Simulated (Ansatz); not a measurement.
Cartesian coordinates in Å:
```
C -0.370 -1.365 0.976
C 0.587 -0.567 0.106
N 0.274 0.843 0.057
Ga -0.253 1.815 -1.382
H -0.359 -0.996 2.006
H -0.094 -2.423 0.997
H -1.393 -1.280 0.601
H 0.562 -0.958 -0.916
H 1.614 -0.722 0.465
H 0.332 1.288 0.961
H -0.559 3.326 -1.137
H -0.341 1.039 -2.736
```

Total charge 0; spin multiplicity 1.

List the PBE/def2-TZVPP orbital energies in eV (Ansatz). (Best estimate.)

Computed: Occupied: -10093.11, -1233.06, -1092.77, -1092.66, -1092.65, -380.19, -269.59, -268.61, -142.84, -97.46, -97.18, -97.17, -21.80, -19.49, -19.36, -19.34, -19.33, -19.27, -17.78, -14.90, -12.07, -11.28, -10.38, -9.86, -8.95, -8.52, -7.60, -7.15, -5.55. Lowest empty: -1.51, 0.06, 0.60, 1.09, 1.41, 1.84, 2.36, 2.74.
